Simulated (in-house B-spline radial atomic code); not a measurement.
Ionising the chromium ion Cr²²⁺ with different functionals

Computed with a B-spline radial code for spherical atoms: scalar-relativistic (spin-free X2C) Hamiltonian, Fermi nucleus of rms radius 3.6452 fm, spin-polarised at highest spin, spherical fractional occupations for the functionals. The ionisation energy is the difference of two self-consistent energies, 1s2 → 1s1, without Breit or QED terms; ε is the level of the shell that loses the electron (its least bound occupied spin orbital).

```csv
method,rung,ΔSCF (eV),-ε(1s) (eV)
HF fractional,Hartree-Fock,7485.7,7487.3
OLYP,GGA,7486.3,7337.4
PW91,GGA,7484.4,7336.8
BP86,GGA,7488.3,7338.4
r2SCAN0,global hybrid,7487.2,7386.8
LC-wPBE,range-separated hybrid,7483.7,7341.7
wB97X,range-separated hybrid,7495.3,7367.5
```

(1) Among the functionals, which spreads more, the ΔSCF values or the orbital energies?

(2) How do they compare with the NIST value?

Answers

(1) The orbital energies: ΔSCF values span about 11.6 eV and the orbital energies 50.0 eV; here energy differences depend much less on the functional than eigenvalues do.

(2) NIST lists 7481.862 eV ± 0.0012 (tabulated theory, ground level to ground level). Errors run from +1.8 to +13.5 eV; LC-wPBE is closest (+1.8 eV), but part of that can be cancellation, since the calculations leave out Breit-QED terms.
